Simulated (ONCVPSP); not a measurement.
What one change does to a pseudopotential (rubidium (Rb), ONCV)

* Element: Rb
* Generator: ONCVPSP 4.0.1
* Type: optimised norm-conserving Vanderbilt (ONCV)
* Functional: PBE
* Relativity: scalar-relativistic
* Frozen core: [Ar] 3d10 4s2
* Valence charge: 7
* Reference configuration: 4p6 5s1
* Partial waves: 5s: rc 3.50 bohr, ncon 3, nbas 7, qcut 1.5 1/bohr, 2 projectors, debl 1.2 Ha; 4p: rc 2.20 bohr, ncon 4, nbas 7, qcut 5.5 1/bohr, 3 projectors, debl 3.5 Ha; d scattering state at 0.31 Ha: rc 2.20 bohr, ncon 4, nbas 7, qcut 3.7 1/bohr, local
* Local potential: the d channel
* Core correction: Teter function, fcfact 4, rcfact 1.65

Change: d: qcut 4.9.

Cutoffs: the cutoffs (Ha) at which the residual kinetic energy of the hardest occupied pseudo-wave falls to 1 and 0.1 mHa per electron; they do not see the model core or the augmentation charge, which bear on the density cutoff. Errors are all-electron minus pseudo energies relative to the spin-unpolarised reference configuration.

Q: What does the change do?

A: The potential gets neither clearly harder nor softer (6.4 Ha and 7.9 Ha → 6.4 Ha and 7.9 Ha); the bound ghost in s disappears; the lowest positive-energy flag moves from none to s at 2.1 eV; the number of tests with a reliable result goes from 4 to 1; the range in which the s phases agree narrows (upper end 1.5 → 0.0).

```tsv
quantity	base	changed
cutoff, loose	6.4 Ha	6.4 Ha
cutoff, tight	7.9 Ha	7.9 Ha
bound ghosts	s	none
GHOST(+) flags under 300 eV	none	s at 2.1 eV
tests with a reliable result	4 of 4	1 of 4
error for 4p6 5s0.5, meV [ΔE 1.58 eV]	+1.0	+1.8
s: phases at 3.55 bohr within 0.05 rad from the reference energy up to (Ha; the scan ends near 5)	1.5	0.0
p: phases at 2.24 bohr within 0.05 rad from the reference energy up to (Ha; the scan ends near 5)	to the end of the scan	to the end of the scan
d: phases at 2.24 bohr within 0.05 rad from the reference energy up to (Ha; the scan ends near 5)	2.2	2.6
rms error of d²Exc/dni dnj with the model core, mHa	1.01	1.02
```

 A true bound ghost makes a file unfit for plane-wave use even where its test errors are small: the radial tests pick states by their node count and pass the ghost by.
